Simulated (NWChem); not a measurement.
Species: SiHF, singlet; SMILES [SiH]F

```xyz
3

Si     0.1001     0.5859     0.0000
H     -1.4500     0.8042     0.0000
F      0.0691    -1.0667     0.0000
```
Atoms are numbered in this order, from 1.

All runs: NWChem. Geometry optimised at PBE-D3(BJ)/def2-SVP; all other runs use it. Pople sets run with spherical d functions. Low-valent species are run as closed-shell singlets; no triplet was tried in these runs.

| quantity | level | value |
|---|---|---|
| J(29Si atom 1, 19F atom 3) (Hz) | B3LYP/pcJ-1 | 798.4 |
| first state with f > 0.002 (eV), Si K edge, unshifted | PBE/cc-pVTZ, TDA | … |
| vertical, lowest excitation, singlet (eV) | LDA (Slater exchange, VWN5)/aug-cc-pVDZ, full TDDFT | 2.66 |
| cavity-dispersion-structure term (kcal/mol) in acetone | B3LYP/def2-SVP, SMD | … |
| vertical ionisation energy, ΔSCF (eV) | BHandHLYP/6-31+G* | … |
| highest occupied level (eV) | PBE/def2-SVP | -5.78 |
| dipole (D) | PBE-D3(BJ)/def2-SVP | … |
| highest harmonic frequency (cm⁻¹) | PBE-D3(BJ)/def2-SVP | 1891 |

Q: Fill in the missing entries.

A: 
- first state with f > 0.002 (eV), Si K edge, unshifted, value: 1778.6
- cavity-dispersion-structure term (kcal/mol) in acetone, value: -0.3
- vertical ionisation energy, ΔSCF (eV), value: 9.74
- dipole (D), value: 0.88
